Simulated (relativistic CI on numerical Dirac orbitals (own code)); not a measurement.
**What each ingredient does to the levels of Tm³²⁺**

Base calculation: Dirac-Coulomb-Breit CI, separate exchange-only KLI orbitals for each configuration, model QED (radiative potential, 1s self-energy scaled to tabulated hydrogen-like ionisation energies), unscaled Slater integrals.

CI space (outside the closed core [Ar] 3d10): 4s2.4p6.4d, 4s2.4p5.4d2, 4s2.4p6.4f, 4s.4p6.4d2, 4s2.4p5.4d.4f, 4s.4p6.4d.4f, 4s2.4p6.5s, 4s2.4p6.5p, 4s2.4p6.5d, 4s2.4p5.4d.5s, 4p6.4d2.4f, 4s2.4p6.5f, 4s2.4p5.4d.5p, 4s2.4p6.5g, 4s.4p6.4f.5s, 4s.4p6.4d.5s, 4s2.4p5.4d.5d, 4s2.4p6.6s, 4p6.4d3, 4p5.4d4, 4p5.4d3.4f, 4p6.4d.4f2, 4p5.4d2.4f2, 4p6.4f3, 4p5.4d.4f3, 4p6.4f2.5s, 4s.4p6.4f2, 4s.4p5.4f3, 4s.4p6.4f.5p, 4s.4p5.4f2.5p, 4p6.4f2.5p. Double excitations out of closed p, d and f shells are left out; levels of such configurations are missing from the list, as are those of other unlisted configurations, and high levels can miss mixing partners. These lack a partner that the ground configuration has and come out too high: 4s2.4p5.4d.5s, 4s2.4p5.4d.5p, 4s2.4p5.4d.5d, 4s2.4p6.5d, 4s2.4p6.5f.

Variants: (1) P86 correlation estimate. Shifts of the energy above 4s2.4p6.4d 2D_3/2, in cm⁻¹, for the lowest level and the first level of each name with at least 55 % of one term (blank where a level changes its place among those of its configuration and J or its character, or is not in the variant):

```tsv
Level	Base	Δ(1)
4s2.4p6.4d 2D_3/2	0	0
4s2.4p6.4d 2D_5/2	103909	+2
4s2.4p5.4d2 4D°_1/2	1079721	+1332
4s2.4p5.4d2 4G°_9/2	1190313	+1354
4s2.4p5.4d2 2P°_1/2	1354094	+1333
4s2.4p5.4d2 2P°_3/2	1435221	+1337
4s2.4p6.4f 2F°_7/2	1533502	+10597
4s.4p6.4d2 4F_3/2	2312499	+5338
4s.4p6.4d2 4F_5/2	2347080	+5266
4s.4p6.4d2 4P_1/2	2385068	+5576
4s.4p6.4d2 4F_7/2	2416051	+5334
4s.4p6.4d2 4P_3/2	2438780	+5625
4s.4p6.4d2 4F_9/2	2463158	+5542
4s2.4p5.4d.4f 4G_5/2	2471145	+16018
```

At this charge energies of transitions that change n are usually good to better than 1 %, and those within a shell (Δn = 0) to a few per cent.

Ionisation energy from the two ground configurations alone: base 1254.85 eV; P86 correlation estimate 1256.71 eV. The NIST ASD value (theoretical) is 1255 eV.

LS names give the leading component of a level, which can be under half, so a name can repeat, a term be missing and a line seem to break the LS rules.
